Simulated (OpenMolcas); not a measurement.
Computed transition rates of Rh²⁺

| Quantity | Value |
| --- | --- |
| Program | OpenMolcas 26.06 |
| Method | MS-CASPT2, IPEA 0.25 Eh, imaginary shift 0.1 Eh (closed shells correlated: 4s 4p) |
| Basis | ANO-R3 [8s6p5d3f2g1h] |
| Scalar Hamiltonian | X2C, finite nucleus |
| Active space | 7 electrons in 5 orbitals (4d) |
| State averaging | 2S+1 = 4 even, 10 roots; 2S+1 = 2 even, 40 roots |
| Spin-orbit coupling | state interaction with AMFI integrals over the reference wave functions, term energies averaged over their components |

Rates come from the transition moments of the reference wave functions (E1 and E2 in the length form). At fixed line strength A goes as λ^-3 for E1 and M1 and as λ^-5 for E2, so a rate at the computed wavelength can be rescaled to the measured one. Measured vacuum wavelengths follow from level energies in the list in Shadmi, J. Res. Natl. Bur. Stand. 70A, 435 (1966). Branching counts decays inside the model space alone, at computed energies, and the table is only a selection of the E2 and M1 lines, drawn from those between levels with measured partners whose computed energy lies within a factor of 1.5 of the measured one.

```tsv
Upper	Lower	Type	λ computed (nm)	λ measured (nm)	A computed (s-1)	A rescaled (s-1)	Branching %
4d⁷ ⁴F_7/2	4d⁷ ⁴F_9/2	M1	4683	4656	3.25e-01	3.31e-01	100.0
4d⁷ ⁴F_5/2	4d⁷ ⁴F_7/2	M1	7409	7474	1.40e-01	1.36e-01	100.0
4d⁷ ⁴P_3/2 [74 %]	4d⁷ ⁴F_5/2	M1	1234	1331	5.68e-02		58.1
4d⁷ ⁴P_5/2	4d⁷ ⁴F_7/2	M1	1043	1122	5.53e-02		40.6
4d⁷ ⁴P_5/2	4d⁷ ⁴F_9/2	E2	853.3	904	4.68e-02	3.51e-02	34.3
4d⁷ ⁴F_3/2	4d⁷ ⁴F_5/2	M1	11740	11960	3.91e-02	3.70e-02	100.0
4d⁷ ⁴P_3/2 [74 %]	4d⁷ ⁴F_3/2	M1	1379	1498	2.81e-02		28.7
4d⁷ ⁴P_5/2	4d⁷ ⁴F_5/2	M1	1214	1320	1.88e-02		13.8
4d⁷ ⁴P_5/2	4d⁷ ⁴F_3/2	M1	1354	1484	9.19e-03		6.7
4d⁷ ⁴P_3/2 [74 %]	4d⁷ ⁴F_7/2	E2	1058	1130	8.90e-03	6.40e-03	9.1
4d⁷ ⁴P_5/2	4d⁷ ⁴F_7/2	E2	1043	1122	5.60e-03	3.89e-03	4.1
```

Spin-changing lines and M1 lines between different terms are not rescaled, since their strength hangs on the term gaps too.

The largest correction is for 4d⁷ ⁴P_5/2 → 4d⁷ ⁴F_7/2 (E2): 5.60e-03 × (1043 / 1122)^5 = 3.89e-03 s-1, a factor of 0.69.

The computed rate and branching of 4d⁷ ⁴F_7/2 → 4d⁷ ⁴F_9/2 give the upper level a radiative lifetime of 1.000 / 3.25e-01 s-1 = 3.08e+00 s, counting decays inside the model space alone. The rescaled rate gives about 3.0e+00 s.

These are rates of the free ion; in crystals, glasses and complexes forced electric-dipole and non-radiative decay shorten such lifetimes by orders of magnitude. No measured rate stands beside these. Rescaling mends the energy factor alone: line strengths can still be far off where a level mixes with configurations outside the active space, and weak or spin-changing lines hang on small mixing coefficients that depend on the term gaps too, so rescaling need not improve them.

CASPT2 breaks the degeneracy within a term, and the mean is taken; among the terms shown or strongly mixed into the levels shown the widest spread is 860 cm-1 (4d⁷ ⁴F). Levels of configurations with an s electron are missing; early in the row they begin among the upper levels of the d shell and mix with terms of their name. Measured partners are found by configuration, term and J. A level has none where our copy of the source lacks it or the pairing is in doubt (some pairs that miss far off the trend of their configuration count as doubtful). Levels of configurations outside the active space are missing.

A share in square brackets marks a mixed level and gives the weight of the term that names it.
